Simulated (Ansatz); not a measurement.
Species: H$_{2}$AlI, SMILES `[AlH2][I]` (charge 0, multiplicity 1), formula H₂AlI.

Problem. How many basis functions does frozen-core CCSD(T)/def2-TZVPP // B3LYP-D3(BJ)/def2-TZVP (Ansatz, a quantum-chemistry and plane-wave program) use, how many core orbitals are frozen, and how many electrons are correlated?

Solution. 120 basis functions and 9 frozen orbitals, which leaves 22 correlated electrons (filled d shells below the valence shell are correlated). Core time is of the order of seconds.
